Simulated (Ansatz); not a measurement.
`O[SiH2]/C=C/F`, 10 atoms. Charge 0, multiplicity 1. All runs use 4 threads of an Arm Neoverse V2 on a shared host. Correlated methods freeze the cores.

(1) Give the basis size and wall time and peak host memory of each of these runs in Ansatz. RHF-MP2/def2-QZVPP energy; RKS ωB97M-V/def2-TZVPP energy and forces; RHF-CCSD(T)/def2-TZVPP energy; RKS PBE0-D4/def2-SVP energy; RKS BLYP-D4/def2-TZVPP energy; RKS r2SCAN-D4/def2-TZVPP energy and forces; RKS PBE0-D4/def2-QZVPP energy; RHF-CCSD(T)/def2-SVP energy; RKS PBE0-D4/def2-TZVP relaxation (16 steps); RKS PBE0-D4/def2-TZVP frequencies; RKS ωB97M-V/def2-SVP energy; RKS LC-ωPBE/def2-TZVPP energy. (An estimate is asked.)

Answers

(1) Ansatz gave: Other jobs shared the machine, so times are rough.

```csv
level,job,functions,wall time,peak host memory (GiB)
RKS PBE0-D4/def2-SVP,energy,99,0.8 s,0.45
RKS BLYP-D4/def2-TZVPP,energy,236,1.6 s,0.28
RKS LC-ωPBE/def2-TZVPP,energy,236,1.9 s,0.45
RKS ωB97M-V/def2-SVP,energy,99,3 s,0.45
RHF-CCSD(T)/def2-SVP,energy,99,3.5 s,0.45
RKS r2SCAN-D4/def2-TZVPP,energy and forces,236,3.7 s,0.3
RKS PBE0-D4/def2-QZVPP,energy,448,5.5 s,1.4
RKS ωB97M-V/def2-TZVPP,energy and forces,236,8 s,0.78
RHF-MP2/def2-QZVPP,energy,448,15 s,2.4
RKS PBE0-D4/def2-TZVP,relaxation (16 steps),191,40 s,0.46
RKS PBE0-D4/def2-TZVP,frequencies,191,100 s,0.45
RHF-CCSD(T)/def2-TZVPP,energy,236,100 s,4.5
```

LC-ωPBE has ω = 0.4 bohr⁻¹.
